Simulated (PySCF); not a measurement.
Computed IR spectrum (relative IR intensity) of a molecule C2H6Cl2Si. Geometry optimised at PBE-D3(BJ)/def2-SVP. The values are those of a single conformer. All values below come from PBE-D3(BJ)/def2-SVP (PySCF). Frequencies are harmonic and unscaled.

Lines under 2 % of the strongest are left out, and lines within 2 cm⁻¹ are merged.

```
ν (cm⁻¹)  relative intensity
--------  ------------------
227                      8.2
458                       21
543                       71
673                       29
785                       70
813                      100
835                       70
1218                      28
1222                      11
1370                     2.1
1377                     2.7
1384                     5.4
3083                     2.1
```

Task: Pick the molecule that these values belong to.
A. C[Si](C)(Cl)Cl
B. ClCC[SiH2]Cl
C. CC[SiH](Cl)Cl
D. [SiH3]CC(Cl)Cl

Result: A, C[Si](C)(Cl)Cl
